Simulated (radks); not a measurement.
Results of a calculation; reference values are marked as such.
Problem. The mean radii <r> (bohr) of the occupied orbitals of an atom or ion are listed with their occupations. Level of theory: Dirac Kohn-Sham, BLYP, spin-unpolarised, spherical densities, finite nucleus; Fermi nuclear charge, rms radius of each element as measured or else 0.836 A^(1/3) + 0.57 fm (a radial shooting solver on a logarithmic mesh with Libxc functionals).

orbital  occ.      <r>
1s1/2       2  0.01932
2s1/2       2  0.08124
2p1/2       2  0.06740
2p3/2       4  0.07501
3s1/2       2   0.2122
3p1/2       2   0.2020
3p3/2       4   0.2162
3d3/2       4   0.1898
3d5/2       6   0.1942
4s1/2       2   0.4779
4p1/2       2   0.4850
4p3/2       4   0.5177
4d3/2       4   0.5410
4d5/2       6   0.5526
5s1/2       2    1.169
5p1/2       2    1.306
5p3/2       4    1.414
4f5/2       6   0.7121
4f7/2       8   0.7271
6s1/2       1    3.054

Name the element and its charge. Open shells, if any, fill j = l - 1/2 first.

Solution. Z = 71, lutetium, charge +2: Lu2+ in [Xe] 4f14 6s1. The 1s radius gives Z: for a bare nucleus <r> = (2 gamma + 1)/(2Z) with gamma = sqrt(1 - (Z/c)^2), 0.01909 bohr for Z = 71, and screening makes it slightly larger (0.01932 here). The occupations add up to 69, and the charge is Z minus that.
